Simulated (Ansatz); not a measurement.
Method: frozen-core CCSD(T)/def2-TZVPP // PBE-D3(BJ)/def2-SVP (Ansatz, a first-principles code).

Ansatz 0.2 input:
```yaml
crystal:
  periodic: [false, false, false]
  atoms:
    - { symbol: Cd, position_ang: [-0.000001, 0.0, 0.000001] }
    - { symbol: Br, position_ang: [-2.053928, 1.06325, -0.711661] }
    - { symbol: Br, position_ang: [2.053928, -1.063249, 0.711659] }
basis:
  gaussian: { orbitals: def2-TZVPP }
correlation:
  method: ccsd_t
```

Output:

```
Functional definition: HF
1046 factors; integrals over basis functions are off by at most 1.0e-3 eV
mean field evaluation 1: about -144540.6725 eV, gradient 1.9e1 eV
mean field evaluation 2: about -144540.9430 eV, gradient 1.9e1 eV
mean field evaluation 4: about -144542.1716 eV, gradient 1.6e0 eV
mean field evaluation 8: about -144542.1897 eV, gradient 2.2e-1 eV
mean field evaluation 16: about -144542.1899 eV, gradient 2.0e-6 eV
mean field -144542.18987772 eV, -5311.8275037909 hartree, gradient 2.0e-6 eV, S^2 0.000000; 0 other end points of the search recorded, 0 dependent functions left out
18 core orbitals not correlated
reference -144542.18987772 eV, -5311.8275037909 hartree; 27, 27 occupied and 107, 107 virtual orbitals, 1046 factors
second order -33.77247572 eV of doubles, -0.00000000 eV of singles
cycle   1  -32.42802942 eV  change     1.3e0 eV  update   1.1e-1
cycle   2  -33.11917980 eV  change   -6.9e-1 eV  update   2.9e-2
cycle   3  -33.22993752 eV  change   -1.1e-1 eV  update   1.9e-2
cycle   4  -33.17365465 eV  change    5.6e-2 eV  update   6.7e-3
cycle   5  -33.17355620 eV  change    9.8e-5 eV  update   2.5e-3
cycle   6  -33.17656119 eV  change   -3.0e-3 eV  update   5.9e-4
cycle   7  -33.17601973 eV  change    5.4e-4 eV  update   2.2e-4
cycle   8  -33.17600809 eV  change    1.2e-5 eV  update   6.8e-5
cycle   9  -33.17607303 eV  change   -6.5e-5 eV  update   2.1e-5
perturbative correction -1.02170690 eV, -0.0375470361 hartree
Total energy: -144576.38765765 eV, -5313.0842490233 hartree
```

Cost: about 40 core-seconds (a rough figure).
